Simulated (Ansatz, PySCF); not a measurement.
Al(CF3)(F)(OMe) (C2H3AlF4O), SMILES C[O][Al]([F])[C](F)(F)F. Atoms are numbered in the order given.

```xyz
11

Al     0.4832     0.0610     0.4017
C     -1.2101     0.4841    -0.5823
F     -1.8416     1.5703    -0.1096
F     -2.0885    -0.5344    -0.5164
F     -0.9778     0.7091    -1.8898
F      0.9566     1.0458     1.6467
O      1.3393    -1.2783    -0.0921
C      2.4449    -2.1041     0.0642
H      3.0353    -2.1346    -0.8671
H      3.1104    -1.7684     0.8788
H      2.1247    -3.1354     0.2893
```

Geometry optimised at PBE0-D3(BJ)/def2-SVP. The values are those of a single conformer.

Two levels are set side by side: PBE-D3(BJ)/def2-SVP (Ansatz, an electronic-structure program) and PBE0-D3(BJ)/def2-SVP (Ansatz). Each level has its own optimised geometry; the coordinates shown are those of the second. Frequencies come from the Hessian of PySCF at each geometry. Differences are taken from unrounded values.

```json
[
 {"quantity": "mean bond length (Å)", "PBE0-D3(BJ)": "1.406", "PBE-D3(BJ)": "1.420", "PBE-D3(BJ) minus PBE0-D3(BJ)": "0.014"},
 {"quantity": "bond Al1–C2 (Å)", "PBE0-D3(BJ)": "2.004", "PBE-D3(BJ)": "2.011", "PBE-D3(BJ) minus PBE0-D3(BJ)": "0.007"},
 {"quantity": "bond Al1–F6 (Å)", "PBE0-D3(BJ)": "1.656", "PBE-D3(BJ)": "1.672", "PBE-D3(BJ) minus PBE0-D3(BJ)": "0.016"},
 {"quantity": "bond Al1–O7 (Å)", "PBE0-D3(BJ)": "1.665", "PBE-D3(BJ)": "1.686", "PBE-D3(BJ) minus PBE0-D3(BJ)": "0.022"},
 {"quantity": "bond C2–F3 (Å)", "PBE0-D3(BJ)": "1.342", "PBE-D3(BJ)": "1.360", "PBE-D3(BJ) minus PBE0-D3(BJ)": "0.018"},
 {"quantity": "bond C2–F4 (Å)", "PBE0-D3(BJ)": "1.347", "PBE-D3(BJ)": "1.364", "PBE-D3(BJ) minus PBE0-D3(BJ)": "0.018"},
 {"quantity": "bond C2–F5 (Å)", "PBE0-D3(BJ)": "1.347", "PBE-D3(BJ)": "1.365", "PBE-D3(BJ) minus PBE0-D3(BJ)": "0.018"},
 {"quantity": "bond O7–C8 (Å)", "PBE0-D3(BJ)": "1.389", "PBE-D3(BJ)": "1.404", "PBE-D3(BJ) minus PBE0-D3(BJ)": "0.015"},
 {"quantity": "bond C8–H9 (Å)", "PBE0-D3(BJ)": "1.103", "PBE-D3(BJ)": "1.112", "PBE-D3(BJ) minus PBE0-D3(BJ)": "0.009"},
 {"quantity": "bond C8–H10 (Å)", "PBE0-D3(BJ)": "1.104", "PBE-D3(BJ)": "1.113", "PBE-D3(BJ) minus PBE0-D3(BJ)": "0.009"},
 {"quantity": "bond C8–H11 (Å)", "PBE0-D3(BJ)": "1.103", "PBE-D3(BJ)": "1.112", "PBE-D3(BJ) minus PBE0-D3(BJ)": "0.009"},
 {"quantity": "highest harmonic wavenumber (cm⁻¹)", "PBE0-D3(BJ)": "3119", "PBE-D3(BJ)": "3015", "PBE-D3(BJ) minus PBE0-D3(BJ)": "-103"},
 {"quantity": "mean harmonic wavenumber (cm⁻¹)", "PBE0-D3(BJ)": "962", "PBE-D3(BJ)": "922", "PBE-D3(BJ) minus PBE0-D3(BJ)": "-40"},
 {"quantity": "zero-point energy (kcal/mol)", "PBE0-D3(BJ)": "37.11", "PBE-D3(BJ)": "35.57", "PBE-D3(BJ) minus PBE0-D3(BJ)": "-1.54"}
]
```

GGA bonds tend to be longer and softer than those of functionals with exact exchange. Differences between two approximate levels are no errors against the true value.
